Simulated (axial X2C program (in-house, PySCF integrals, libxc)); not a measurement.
**Worked dissociation energy of NiH⁻: PW91, spin-free**

Computed with an in-house all-electron X2C program for linear molecules (integrals from PySCF). Spin-free means the one-electron spin-free X2C Hamiltonian. Basis: Ni dyall-acv3z [10s10p7d4f2g], H dyall-av3z [7s3p2d] (cores contracted in-house); Gaussian nuclei, density fitting, unrestricted open shells. Masses: Ni 57.935 u, H 1.008 u.

Molecular state: M_S = 1, Λ = 2 (beyond evenly filled blocks: σα, δ+α, δ+β, δ-α).

- E(Ni-) (2M_S = 1, M_L = 1): -1520.819085 hartree
- E(H) (2M_S = 1, M_L = 0): -0.501560 hartree
- E(NiH⁻) at Re: -1521.399013 hartree
- ωe: 1682.7 cm⁻¹
- ωexe: 48.3 cm⁻¹

**Question.** Work out De and D0.

**Answer.** De = -1520.819085 + (-0.501560) − (-1521.399013) = 0.07837 hartree = 2.132 eV. The zero-point energy is ωe/2 − ωexe/4 = 829 cm⁻¹ = 0.103 eV, so D0 = 2.030 eV.

The state is one determinant whose occupation by symmetry is held fixed; it was picked as the lowest of a PBE0 search that is not exhaustive. De is counted from the lowest determinant-based energies of the atoms at the same level, without counterpoise correction. The highest occupied level is positive at some bond lengths even in Hartree–Fock (under at least one Hamiltonian), so the basis set holds the extra electron there; where that holds at Re the anion is at best weakly bound and its constants depend on the basis. Other states lie close and PBE0, whose exact exchange favours high spin, may order them wrongly; the determinant shown need not be the ground state. The nearest other spin-free determinant of the search, M_S = 1, Λ = 1, lies 0.04 eV up at the distance of the search. The functionals have no current-density term, which raises determinants with orbital currents, atoms included. At some level and bond length an empty orbital lies below a filled one.

Each atomic determinant is the lowest at this level and need not be a pure term. Totals compare only within one Hamiltonian and basis.
